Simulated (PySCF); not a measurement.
# Pb(NH2)2 at several levels of theory

Computed with PySCF 2.14.0 (density fitting, no spin-orbit coupling) at the geometry relaxed with PBE0:

```xyz
7
Pb(NH2)2 (singlet)
Pb    0.0000    0.0000   -0.1240
N     1.5347    0.2267    1.3481
H     1.3764    0.2946    2.3490
H     2.4815    0.5100    1.1170
N    -1.5347   -0.2267    1.3481
H    -1.3764   -0.2946    2.3490
H    -2.4815   -0.5100    1.1170
```

```json
{"level": "PBE0", "basis": "Pb def2-SVP with ECP60, N def2-SVP, H def2-SVP", "state": "singlet", "HOMO (eV)": "-5.94", "gap (eV)": "4.92", "charge on Pb1 (e)": "0.58", "dipole about the centre of mass (D)": "0.23", "largest force component (eV/Å)": "0.01"}
{"level": "PBE0", "basis": "Pb def2-TZVP with ECP60, N def2-TZVP, H def2-TZVP", "state": "singlet", "HOMO (eV)": "-6.21", "gap (eV)": "4.94", "charge on Pb1 (e)": "0.80", "dipole about the centre of mass (D)": "0.71", "largest force component (eV/Å)": "0.44"}
```

Charges are Mulliken's, which hang on the basis. The relaxation used the grid (50, 194), these runs (75, 302) or, all-electron (x2c bases, spin-free X2C Hamiltonian), (99, 590).

**Question.** A further run in the first row's basis gives HOMO (eV) -4.62, gap (eV) 3.00, charge on Pb1 (e) 0.46, dipole about the centre of mass (D) 0.14, largest force component (eV/Å) 0.60. Which level was it?
A. r2SCAN
B. PBE

**Answer.** B. The others give HOMO -4.91 eV (r2SCAN).

In the first row's basis the gap widens with exact exchange: 3.0 to 3.4 eV for PBE, r2SCAN (none); 4.9 eV for PBE0 (a fixed share).
